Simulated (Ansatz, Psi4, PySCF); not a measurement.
thioethanol (C$_{2}$H$_{6}$S), singlet, at a GFN2-xTB geometry. Base run: MP2/cc-pVDZ run with PySCF.

PySCF was given this input:
```python
from pyscf import gto, scf, mp

mol = gto.M(
    atom='''
C     1.52061639    0.69110205   -0.00537013
C     0.01160357    0.83116525    0.00317706
S    -0.76180616   -0.83788851    0.00077464
H    -2.02039087   -0.40414507    0.00913826
H    -0.33041049    1.34965505    0.89884698
H    -0.33986788    1.35660473   -0.88474809
H     1.98452811    1.67524859   -0.00399531
H     1.85553895    0.14418625    0.87317856
H     1.84618103    0.15106283   -0.89165625
''',
    basis='cc-pvdz',
    verbose=4,
)

mf = scf.RHF(mol)
mf.kernel()

pt = mp.MP2(mf)
pt.kernel()
print('E(MP2) = %.10f' % pt.e_tot)
```

The same geometry, method and basis name were run in Ansatz (an electronic-structure program) and Psi4 and PySCF, at each program's defaults and at the settings that a row names. The base is PySCF at its defaults. Differences at the defaults can come from grids, fitting, cores and function types together.

```json
[
 {"code and settings": "PySCF, defaults (exact integrals, spherical functions, all electrons correlated)", "ΔE vs base (mEh)": "0.000", "basis functions": "76", "E (Eh)": "-477.20488", "SCF cycles": "9"},
 {"code and settings": "Psi4, defaults (density fitting with its default set, spherical functions, all electrons correlated)", "ΔE vs base (mEh)": "0.269", "basis functions": "76", "E (Eh)": "-477.20461", "SCF cycles": "11"},
 {"code and settings": "Ansatz, defaults (factorised integrals, spherical functions, frozen core)", "ΔE vs base (mEh)": "12.605", "basis functions": "76", "E (Eh)": "-477.19228", "SCF cycles": "-"},
 {"code and settings": "PySCF, frozen core", "ΔE vs base (mEh)": "12.601", "basis functions": "76", "E (Eh)": "-477.19228", "SCF cycles": "9"},
 {"code and settings": "Psi4, exact integrals, spherical functions, frozen core", "ΔE vs base (mEh)": "12.601", "basis functions": "76", "E (Eh)": "-477.19228", "SCF cycles": "11"},
 {"code and settings": "Ansatz, high accuracy, frozen core", "ΔE vs base (mEh)": "12.601", "basis functions": "76", "E (Eh)": "-477.19228", "SCF cycles": "-"}
]
```
